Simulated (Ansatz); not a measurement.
`[OH][SnH2][SeH]` + `[CH3][AlH][SiH2]C` → `[SeH][SnH3]` + `C[SiH2][Al]([CH3])[OH]`  (redistribution)

Program: Ansatz. Geometries: PBE0-D4/def2-TZVP. ΔE: electronic, gas phase. CCSD(T)/CBS is the MP2 limit (def2-TZVPP, def2-QZVPP) plus CCSD(T) − MP2 in def2-TZVPP, frozen cores. Functionals use def2-TZVPP. Elements past krypton have def2 core potentials. For Se, Sn outer-core shells are correlated without core-valence functions, which leaves a few kJ/mol of doubt a bond. Scalar relativity is left out up to krypton. Each species was taken in one conformer, which may not be the lowest.

| level | ΔE (kJ/mol) |
| --- | --- |
| RPA@PBE/def2-TZVPP | -120.5 |
| CCSD/CBS(def2) | -120.9 |

Task: What does CCSD(T)/CBS give? (An estimate is asked.)

Result: The calculation gave: -119.4 kJ/mol. The listed levels differ from it by -1.1, -1.5 kJ/mol.

Largest T1 diagnostic among the species: 0.012.

From r2SCAN to r2SCAN0 (25 % exact exchange), in def2-TZVPP and without D4, ΔE moves by −3.9 kJ/mol. Leaving LDA and LC-ωPBE aside and taking each functional with its dispersion term where it has one, the values, not all of them listed here, spread over 13.9 kJ/mol, from r2SCAN0-D4 to revPBE-D4. LDA lies −10.0 kJ/mol from PBE without D4. At CCSD(T), def2-SVP lies −9.3 kJ/mol from the extrapolated value and def2-TZVPP −5.8 kJ/mol.
